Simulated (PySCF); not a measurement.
**Worked example: oscillator strength and radiative lifetime**

C2H6OSn, SMILES C=[CH][SnH2][OH].

Coordinates come from a PBE0-D3(BJ)/def2-SVP optimisation. The structure was generated by enumeration; whether it is a known compound was not checked. The def2 effective core potentials stand for the cores of Sn; spin–orbit coupling is left out. The values are those of a single conformer.

TDDFT-PBE/def2-SVPD (PySCF) puts the first singlet state with f over 0.02 at 5.58 eV (vertical), with the transition dipole (-0.384, 0.001, -0.065) in atomic units.

Problem. Find the oscillator strength, the wavelength and the radiative lifetime that this transition would have in vacuum if emission retraced absorption.

Solution. 
|μ|² = 0.1517 au, so |μ| = 0.99 D. ΔE = 5.58/27.211 = 0.2051 hartree. f = (2/3) ΔE |μ|² = 0.021 (the program prints 0.021).
λ = 1239.84/5.58 = 222 nm; ν = 45006 cm⁻¹.
Einstein's coefficient A = 0.6670 ν² f s⁻¹ (ν in cm⁻¹) = 2.8e7 s⁻¹, so τ = 1/A = 36 ns. This state is S2; the lower singlet has f = 0.003. The figure is the radiative limit of this one transition; relaxation, internal conversion, crossing to triplets and a medium change what is measured.
